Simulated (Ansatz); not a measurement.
Cartesian coordinates (Å):
```xyz
5

Cl    -1.7804    -1.2323    -0.6652
Sn     0.0015    -0.0004     0.1690
Cl    -0.1876     2.1553    -0.6711
Cl     1.9496    -0.9179    -0.6981
H      0.0168    -0.0047     1.8653
```
Charge 0, spin multiplicity 1.

All values below come from frozen-core CCSD(T)/def2-TZVPP // B3LYP-D3(BJ)/def2-TZVP (Ansatz, a program for electronic structure).

```
Quantity                         Value
----------------------  --------------
HF energy               -1592.61277 Ha
MP2 correlation energy     -0.87670 Ha
```

Problem. Estimate the CCSD correlation energy, the (T) correction, the total energy and the T1 diagnostic.

Solution. 
```json
{
 "CCSD correlation energy": "-0.91872 Ha",
 "(T) correction": "-0.03615 Ha",
 "CCSD(T) total energy": "-1593.56765 Ha",
 "T1 diagnostic": "0.011"
}
```
